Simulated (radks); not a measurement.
The nuclear charge of the carbon ion C2+ is varied continuously with 4 electrons held in [He] 2s2. Calculated with a radial shooting solver on a logarithmic mesh with Libxc functionals: Dirac Kohn-Sham, PBEsol, spin-unpolarised, spherical densities, finite nucleus; Fermi nuclear charge, rms radius 2.4702 fm. By the Hellmann-Feynman theorem dE/dZ = E(electron-nucleus)/Z, the electronic potential at the nucleus (averaged over a nucleus of fixed radius).

Z,E (hartree),E(electron-nucleus)/Z (hartree),HOMO,e(HOMO) (eV),<r> HOMO (bohr)
5,-24.17061,-10.8898,2s1/2,-19.378,1.784
5.5,-29.92897,-12.1436,2s1/2,-28.915,1.545
6,-36.31422,-13.3974,2s1/2,-40.178,1.364
6.5,-43.32642,-14.6515,2s1/2,-53.158,1.222
7,-50.96577,-15.9060,2s1/2,-67.854,1.107

The central difference of E at Z = 6 is -13.397 hartree, to compare with the third column; the second derivative is -2.51 hartree.
